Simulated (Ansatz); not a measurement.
Z-matrix (Å, degrees):
```
C
B 1 1.571
C 1 1.539 2 95.9
H 1 1.094 2 114.1 3 118.3
H 1 1.094 2 114.1 3 -118.3
O 2 1.346 1 130.3 3 180.0
Se 2 1.963 1 96.3 3 -0.0
H 3 1.088 1 114.8 2 115.6
H 3 1.088 1 114.8 2 -115.5
H 6 0.961 2 114.6 1 -180.0
```

The species carries charge 0 and has multiplicity 1.

(1) List the r2SCAN/def2-TZVPP orbital energies in eV (Ansatz 0.2.0). (Estimate.)

Answers

(1) Ansatz gave: Occupied: -12333.66, -1574.31, -1411.56, -1411.52, -1411.49, -516.55, -273.99, -272.77, -210.43, -181.39, -153.89, -153.75, -153.66, -54.24, -54.22, -54.14, -54.04, -54.03, -27.38, -20.85, -17.16, -15.82, -14.38, -11.82, -11.51, -10.66, -9.58, -8.96, -8.88, -8.09, -6.68, -5.88. Lowest empty: -0.81, -0.39, 0.76, 1.43, 1.88, 2.31, 2.63, 3.39.
